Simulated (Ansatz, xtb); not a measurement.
Molecule: AlI₂ (charge 0, doublet). It need not be the lowest isomer of its formula. 
Coordinates optimised at B3LYP-D3(BJ)/def2-TZVP (Ansatz, an electronic-structure program):
```xyz
3

Al     1.0265     0.3329     0.3098
I     -0.2746     1.6652    -1.3782
I      0.0228    -1.7469     1.3022
```
Charge 0, spin multiplicity 2.

Harmonic wavenumbers from GFN2-xTB (xtb, at its own minimum), cm⁻¹: 36, 161, 470.

### Question
Give the harmonic wavenumbers at B3LYP-D3(BJ)/def2-TZVP (Ansatz, finite differences of forces, unscaled).

### Answer
66, 267, 377 cm⁻¹. Zero-point energy 1.0 kcal/mol.

### Question
From these and the geometry, give the ideal-gas thermochemistry at 298.15 K and 1 atm (rigid rotor, harmonic oscillator).

### Answer
Point group C2v, rotational symmetry number 2. Rotational constants 13.04, 0.4211, 0.4079 GHz. S(trans) 42.80, S(rot) 27.97, S(vib) 6.93, S(elec, spin only) 1.38, S 79.1 cal/(mol K). H(298) - H(0) 3.37 kcal/mol; G - E(el) -19.2 kcal/mol.
